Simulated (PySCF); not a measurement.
Electron correlation in Ni⁺ (nickel, charge +1)

[Ar] 3d9, 2D determinant. Calculation: PySCF 2.14, in x2c-TZVPPall with one added diffuse shell each of s, p, d, f type (7s6p5d3f1g, 80 functions); the spin-free X2C one-electron Hamiltonian (Gaussian nucleus). Frozen: [Ne]; 17 electrons correlated.

MP2 pair energies summed by pair of shells (mhartree):

```
 pair   energy  share (%)
3d-3d  -370.37       50.9
3p-3d  -225.20       30.9
3p-3p   -53.51        7.3
3s-3d   -48.70        6.7
3s-3p   -26.23        3.6
3s-3s    -4.07        0.6
```

Total MP2 correlation energy: -728.08 mhartree.

Same-spin part -242.46 and opposite-spin part -485.62 mhartree; SCS-MP2 scales them by 1/3 and 6/5 to -663.56 mhartree.

This basis was not built for core-valence correlation, so the inner-shell part is incomplete.
